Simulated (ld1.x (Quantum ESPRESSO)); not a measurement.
## What one change does to a pseudopotential (Ag (Z = 47), TM semilocal)

```
Element                 : Ag (Z = 47)
Generator               : ld1.x (Quantum ESPRESSO) 7.5
Type                    : norm-conserving Troullier–Martins (semilocal form)
Functional              : PBE
Relativity              : scalar-relativistic
Frozen core             : [Kr]
Valence charge          : 11
Reference configuration : 4d10 5s1 5p0
Partial waves           : 5s (bound): rc 1.75 bohr; 5p (bound, empty): rc 2.65 bohr; 4d (bound): rc 1.30 bohr
Local potential         : the d channel
Core correction         : none
```

Change: non-relativistic.

Cutoffs: the cutoffs (Ry, on a coarse ladder) from which the occupation-weighted sum of valence levels, in a spherical-Bessel basis at the reference potential, stays within 10 and 1 mRy of its value at 400 Ry; they do not see the model core or the augmentation charge, which bear on the density cutoff. Errors are all-electron minus pseudo energies relative to the spin-unpolarised reference configuration.

Problem. Predict the effect on cutoff, ghosts and configuration errors.

Solution. The potential gets neither clearly harder nor softer (80 Ry and 110 Ry → 80 Ry and 120 Ry); of the 7 tests that both files solve, the error grows in 4 and shrinks in 2 by more than 15 % and 0.3 meV (median size 13.9 → 20.6 meV); neither file shows a bound ghost. A semilocal file is local in each channel, so a ghost entry of none says nothing of the separable form that plane-wave codes build from it.

| quantity | base | changed |
| --- | --- | --- |
| cutoff, loose | 80 Ry | 80 Ry |
| cutoff, tight | 110 Ry | 120 Ry |
| bound ghosts | none | none |
| error for 4d10 5s0 5p0, meV [ΔE 7.76 → 7.18 eV] | +11 | +14 |
| error for 4d9 5s0 5p0, meV [ΔE 29.87 → 29.61 eV] | +27 | +23 |
| error for 4d8 5s0 5p0, meV [ΔE 66.06 → 66.27 eV] | -67 | -103 |
| error for 4d9 5s2 5p0, meV [ΔE 4.08 → 5.11 eV] | -14 | +0.1 |
| error for 4d10 5s0.5 5p0, meV [ΔE 3.02 → 2.77 eV] | +1.6 | +2.7 |
| error for 4d9 5s1 5p1, meV [ΔE 8.57 → 9.12 eV] | -30 | -21 |
| error for 4d9 5s1 5p0, meV [ΔE 13.15 → 13.68 eV] | +4.8 | +25 |
| s: phases at 2.91 bohr within 0.05 rad from the reference energy up to (Ry; the scan ends near 5) | 1.1 | 0.7 |
| p: phases at 2.91 bohr within 0.05 rad from the reference energy up to (Ry; the scan ends near 5) | 2.8 | 2.8 |
| d: phases at 2.91 bohr within 0.05 rad from the reference energy up to (Ry; the scan ends near 5) | to the end of the scan | to the end of the scan |
